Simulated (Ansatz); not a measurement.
The same path of AlClGaH$_{6}$NO (11 atoms, charge 0, multiplicity 1) was run twice with different band settings. Lost on the way: Cl5–Al8, O7–H11. Made: N2–H11.

Level of theory: RKS PBE-D4/def2-SVP in Ansatz.

Relaxed end points:

```xyz
11
Properties=species:S:1:pos:R:3
Ga -0.194 -0.178 0.364
N -0.129 0.400 2.113
H 0.000 1.405 2.264
H 0.512 -0.103 2.738
Cl 1.744 -1.563 -0.166
H -0.634 0.580 -0.922
O -1.078 -1.948 0.542
Al 0.171 -3.266 0.094
H -0.104 -3.879 -1.350
H 0.507 -4.126 1.400
H -1.520 -2.007 1.410
```

```xyz
11
Properties=species:S:1:pos:R:3
Ga 0.340 -0.489 0.184
N -0.443 0.128 2.052
H -1.054 0.956 2.085
H 0.352 0.274 2.691
Cl 2.460 -0.499 0.821
H -0.118 0.530 -0.918
O -0.419 -2.141 0.330
Al -0.303 -3.760 -0.221
H -1.177 -4.845 0.567
H 0.612 -4.147 -1.479
H -0.975 -0.694 2.375
```

Common settings: climbing image yes; spring 5.0 eV/Å²; optimiser quadratic models (default); start path through a guess of the saddle point; force threshold 0.03 eV/Å; iteration limit 60; end points relaxed.

| run | movable images |
| --- | --- |
| 1 | 7 |
| 2 | 2 |

Task: What does each run give, and how far can it be trusted?

Result: Run 1: not converged after 60 iterations, highest image 0.434 eV above the first end. The band didn't meet its force threshold, so its energies are provisional: the largest band force was still 0.06 eV/Å, and over the last iterations the top stayed at 0.43 eV. Neighbouring images lie up to 2.2 Å apart, so the band is torn or far too coarse. Inner images lie below an end point, which means an intermediate or an end that isn't the lowest structure nearby.
Run 2: converged after 40 iterations, highest image 0.434 eV above the first end. The order of the point at the top wasn't checked. So few images can step over the top or miss a turn of the path.
The orbitals stay closed-shell, which can raise the energy where a bond breaks towards radicals; this wasn't checked here.
